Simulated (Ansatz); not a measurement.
Reactions of C4H6ClF, SMILES `C=CC(C)(F)Cl`.

Computed with Ansatz on PBE0-D4/def2-TZVP structures; ΔE is electronic, products minus reactants. CCSD(T)/CBS adds triple-zeta CCSD(T) − MP2 to the extrapolated MP2 energy (def2 sets, frozen cores). This one scheme is used for every species. Triplets are unrestricted, without spin–orbit coupling. def2 core potentials past Kr. For Ge, Sn outer-core shells are correlated without core-valence functions, which leaves a few kJ/mol of doubt a bond. Scalar relativity is left out up to krypton. Each species was taken in one conformer, which may not be the lowest.

Problem. Order these by ΔE at CCSD(T)/CBS, lowest first. (An estimate is asked.)
A. `C=CC(C)(F)Cl` → `C=CC(F)Cl` + `[CH2]` (triplet)
B. `C=CC(C)(F)Cl` + H₂S → `C=CC(C)(F)S` + HCl
C. `C=CC(C)(F)Cl` + `[SiH3][GeH3]` → `C=C[SiH2][GeH3]` + `CC(F)Cl`
D. `C=CC(C)(F)Cl` + `[OH][SnH3]` → `C=C[O][SnH3]` + `CC(F)Cl`
E. `C=CC(C)(F)Cl` → `C=CCC(F)Cl`
F. `C=CC(C)(F)Cl` + H₂ → `C=CC(F)Cl` + CH₄
G. `C=CC(C)(F)Cl` + HCl → `CC(F)(Cl)Cl` + `C=C`

Solution. F (-43.7 kJ/mol), C (-17.9 kJ/mol), B (-9.1 kJ/mol), E (+15.4 kJ/mol), D (+30.7 kJ/mol), G (+48.4 kJ/mol), A (+459.4 kJ/mol).

Largest T1 diagnostic: 0.015, for `C=C[O][SnH3]`.
